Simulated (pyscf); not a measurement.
PySCF, gas phase, ωB97X-D3(BJ)/def2-SVP geometries.

Question: What is the homolytic dissociation enthalpy (298 K, ωB97M-D3(BJ)/def2-TZVP) of the S–Si bond of `[S]=[Mo](=[S])([SH])[S][Si]([Cl])([Cl])[Cl]`, to [S–Mo(=S)(=S)–SH]• + Cl–Si•(Cl)–Cl?

Answer: S–Si to [S–Mo(=S)(=S)–SH]• + Cl–Si•(Cl)–Cl: 3.64 eV. The 7 functionals that were run give +2.97 (PBE) to +3.88 eV (ωB97X-D3(BJ)/def2-TZVP). The radicals are drawn with the spin at the cut bond; how far it spreads was not checked. Other isomers of [S–Mo(=S)(=S)–SH]• were not searched in full and may lie lower. Open-shell species with a d-block atom are single-reference here; other states, and whether the spin sits on metal or ligand, were not checked. Elements past Kr carry the def2 core potentials, without spin-orbit coupling.
